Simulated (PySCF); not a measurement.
Input file for PySCF: U-B3LYP/6-31G* on CH4Be (SMILES [BeH][CH3]), a point of a bond scan (R = 1.598 Å).

```python
from pyscf import gto, scf, dft, mp
from pyscf.data.elements import chemcore

mol = gto.M(
    atom='''
    Be   -0.93852540   -0.49476050   -0.13416384
    H    -2.34099362   -1.23409680   -0.33464911
    C     0.53116533    0.28001333    0.07593101
    H     1.01548029   -0.00621365    1.01576467
    H     0.42177910    1.36971531    0.09486335
    H     1.23709912    0.04633441   -0.72832381
    ''',
    basis='6-31g*',
    cart=True,
    charge=0, spin=0, verbose=3, max_memory=1800)
mf = dft.UKS(mol, xc='b3lyp')
mf.conv_tol = 1e-8
mf.max_cycle = 100
mf.init_guess_breaksym = True
mf.kernel()
if not mf.converged:
    mf = mf.newton().run(mf.mo_coeff, mf.mo_occ)
for _ in range(4):
    mo, _, stable, _ = mf.stability(return_status=True)
    if stable:
        break
    mf.kernel(mf.make_rdm1(mo, mf.mo_occ))
```

It printed:

```
converged SCF energy = -55.2367163504076  <S^2> = 2.2152591e-10  2S+1 = 1
<class 'pyscf.dft.uks.UKS'> wavefunction is stable in the internal stability analysis
```

Self-consistency was reached.

Cost: very roughly 20 core-seconds.
